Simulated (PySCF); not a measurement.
What does the GFN2-xTB structure of `[H]/N=C/Cc1ccnnc1` look like in three dimensions?

```
atom  x, y, z in Å
N1     2.9017    0.3417   -0.1692
C2     1.9279   -0.4192   -0.3652
C3     1.0238   -0.7843    0.7750
C4    -0.3479   -0.2483    0.4903
C5    -0.7868    0.9669    0.9881
C6    -2.0651    1.3823    0.6224
N7    -2.8468    0.6788   -0.1734
N8    -2.4413   -0.4613   -0.6439
C9    -1.2489   -0.9278   -0.3371
H10    3.4715    0.5603   -0.9830
H11    1.6385   -0.8521   -1.3336
H12    0.9845   -1.8729    0.8594
H13    1.4261   -0.3518    1.6908
H14   -0.1622    1.5686    1.6312
H15   -2.4798    2.3160    0.9752
H16   -1.0026   -1.8879   -0.7708
```

Orientation and origin are arbitrary. Atoms count from 1 in this order. The 5 C–C bonds span 1.385 Å (C4–C5, aromatic) to 1.500 Å (C2–C3, drawn single), a spread of 0.115 Å. Of the pairs four or more bonds apart, H13···H14 is among the closest relative to their van der Waals radii: 2.49 Å, 104 % of the sum of Bondi's values. N8 (pyridine-type nitrogen) is bent (angle 120.6°). The 3 C–N bonds span 1.251 Å (N1=C2, drawn double) to 1.319 Å (C6–N7, aromatic), a spread of 0.068 Å.

Bonds between heavy atoms (Å): N1=C2 1.251, C2–C3 1.500, C3–C4 1.500, C4–C5 1.385, C5–C6 1.393, C6–N7 1.319, N7–N8 1.298, N8–C9 1.317, C4–C9 1.399.

Structure optimised with GFN2-xTB, isolated species.

Point group: C1 (no symmetry element, even within 0.4 Å). No frequency check. One conformer, not necessarily the lowest (N1–C2–C3–C4 116°, C2–C3–C4–C5 -96°).

All values are computed, not measured.
